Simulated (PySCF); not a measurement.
Ge(OH)(SMe)3, SMILES [Ge]([OH])([S]C)([S]C)[S]C, singlet (GFN2-xTB optimised geometry):

```
18

C     -2.157     0.394    -0.525
S     -0.451     0.748     0.000
Ge     0.378    -1.358     0.000
O     -0.202    -1.983    -1.560
S     -0.447    -2.738     1.596
C      0.546    -2.195     3.023
S      2.651    -1.358     0.000
C      2.932    -0.174    -1.354
H     -2.649    -0.231     0.214
H     -2.651     1.358    -0.590
H     -2.144    -0.092    -1.494
H     -0.138    -2.927    -1.695
H      1.602    -2.298     2.795
H      0.303    -1.167     3.273
H      0.273    -2.853     3.841
H      2.449    -0.529    -2.259
H      4.007    -0.135    -1.493
H      2.552     0.803    -1.070
```

Level of theory: PBE0/def2-SVP (PySCF).

Question: What are the frontier orbital energies and the dipole moment?

Answer: HOMO-2 -7.05 eV, HOMO-1 -6.84 eV, HOMO -6.73 eV, LUMO -0.77 eV, LUMO+1 0.27 eV; dipole moment 0.21 D.

On the same geometry PBE/def2-SVP run with PySCF gives HOMO-2 -5.75 eV, HOMO-1 -5.52 eV, HOMO -5.45 eV, LUMO -1.63 eV, LUMO+1 -0.61 eV; dipole moment 0.27 D.

Meta-Löwdin charges at PBE0/def2-SVP: C1 -0.34, S2 -0.18, Ge3 0.78, O4 -0.68, S5 -0.18, C6 -0.34, S7 -0.18, C8 -0.34, H9 0.12, H10 0.13, H11 0.13, H12 0.33, H13 0.12, H14 0.12, H15 0.13, H16 0.12, H17 0.13, H18 0.12.
